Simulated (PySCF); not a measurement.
Compound: C₃H₄F₄Si.
Atom-mapped SMILES: `[F:1][C:2]([F:3])([F:4])[C@@:5]1([F:6])[CH2:7][SiH2:8]1`

Structure used (GFN2-xTB), in Å, numbered top down from 1:
```xyz
12
C3H4F4Si angstrom
F      1.1358    0.4661    1.5410
C      1.4494    0.0960    0.2812
F      2.2776    1.0375   -0.1915
F      2.1757   -1.0283    0.3954
C      0.1991   -0.0512   -0.5299
F      0.5121   -0.3259   -1.8411
C     -0.8921   -0.9400    0.0771
Si    -1.4057    0.8711   -0.0626
H     -0.6426   -1.3907    1.0283
H     -1.2858   -1.6711   -0.6164
H     -1.3217    1.7112    1.1116
H     -2.2006    1.2246   -1.2193
```

Probes without a nucleus sit at each ring's centroid and 1 Å off its mean plane on both sides; NICS is minus the shielding there, NICSzz its component along the normal. Level: GIAO PBE0/pcSseg-1 (PySCF, non-relativistic, gas phase) on the GFN2-xTB geometry, one conformer.

Ring bond lengths (Å), with Mayer bond orders in brackets: C5–C7 1.533 (0.87), C7–Si8 1.888 (0.94), Si8–C5 1.909 (0.85).

Problem. Give the NICS values of each ring in ppm.

Solution. 
```
     ring                                              type  NICS(0)  NICS(1), two faces  NICS(1)zz, two faces  rms pucker (Å)  centre to ring atoms, mean (Å)
C5–C7–Si8  3-membered ring with Si; formal bonds all single    -23.8         -9.1 / -6.4         -19.4 / -12.3            0.00                            1.03
```

Problem. What can be read from them?

Solution. 
- C5–C7–Si8: mean NICS(1)zz -15.8 ppm, shielded. C5, C7, Si8 have four or more neighbours; no verdict on aromaticity is drawn. The two faces differ by 7.1 ppm, so no symmetry operation interchanges them. NICS(0) lies 16 ppm below the mean NICS(1).

Problem. At the second NICS(1) probe listed for ring C5–C7–Si8, 1 Å off the ring, how large is the induced field along the normal in 1 T applied along it?

Solution. NICSzz × B0 = -12.3 ppm × 1 T = -12 μT, against the applied field.

Problem. List the ring angles and the Hirshfeld charges of the ring atoms.

Solution. 
- C5–C7–Si8: C5 65.5° (-0.022 e), C7 66.9° (-0.176 e), Si8 47.6° (+0.324 e); sum 180.0° against 180° for a flat convex ring.

Problem. What are the shieldings of the ring atoms and their hydrogens in the same run (means over atoms taken as equivalent)?

Solution. 
| atoms | environment | σ isotropic (ppm) |
| --- | --- | --- |
| C5 | sp3 C–F carbon | 102.5 |
| C7 | sp3 carbon bound to silicon | 178.9 |
| Si8 | SiH2 silicon | 479.6 |
| H9 | methylene hydrogen | 30.24 |
| H10 | methylene hydrogen | 30.39 |
| H11 | Si–H hydrogen | 28.48 |
| H12 | Si–H hydrogen | 28.42 |

On one thread of an Intel Xeon Platinum 8488C, no GPU, on a shared host, this took 28 s of wall time (grids of density and orbitals included) and 0.74 GiB of memory at its peak. This is the whole shielding run at PBE0/pcSseg-1, SCF included.
